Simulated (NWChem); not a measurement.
System: MgH₂Se; SMILES [MgH][SeH]

Input file for NWChem:

```
start job
memory heap 200 mb stack 900 mb global 1100 mb
geometry units angstroms noautoz
  Mg     0.125659    -1.618347    -0.001842
  H      0.177771    -3.319836    -0.004396
  Se     0.085723     0.837311     0.001456
  H     -1.401190     0.775620    -0.001743
end
basis spherical
  * library def2-svp
end
dft
  xc xpbe96 cpbe96
  iterations 150
end
tddft
  nroots 8
  notriplet
end
task tddft energy
```

Structure relaxed at the PBE-D3(BJ)/def2-SVP level.

Vertical excitations in the gas phase.

Task: Give the results of this calculation. (PBE/def2-SVP, full TDDFT.) Quantities: lowest excitation, singlet (eV); lowest state with f > 0.02, singlet (eV); orbital gap (eV).

Result: 
```json
{
  "lowest excitation, singlet (eV)": "4.13",
  "lowest state with f > 0.02, singlet (eV)": "4.13",
  "orbital gap (eV)": "4.03"
}
```
